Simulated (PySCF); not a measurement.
# Working out the ionisation energy of P+

P+ [Ne] 3s2 3p2 (3P) → P(2+) [Ne] 3s2 3p1 (2P). Calculation: PySCF 2.14, in pcseg-2 (5s4p2d1f, 34 functions); the non-relativistic Hamiltonian (point nucleus). Frozen: [Ne]. Energies in hartree (1 hartree = 27.21139 eV):

| part | P+ (lower) | P(2+) (upper) |
| --- | --- | --- |
| UHF | -340.344389 | -339.640613 |
| CCSD correlation | -0.078583 | -0.063151 |
| (T) | -0.001955 | -0.000963 |

What does Hartree-Fock give?

(-339.640613) − (-340.344389) = 0.703776 hartree = 19.151 eV.

What do CCSD and CCSD(T) give?

The CCSD correlation energies differ by 0.015432 hartree = 0.420 eV and the triples by 0.000992 hartree = 0.027 eV, so CCSD gives 19.571 eV and CCSD(T) 19.598 eV.

Reference: 19.769 eV (semi-empirical (NIST evaluation); NIST Atomic Spectra Database, ionization energies), between the lowest levels; spin-orbit coupling is absent from the calculation.

What remains against the reference includes basis incompleteness, the frozen core and higher excitations.
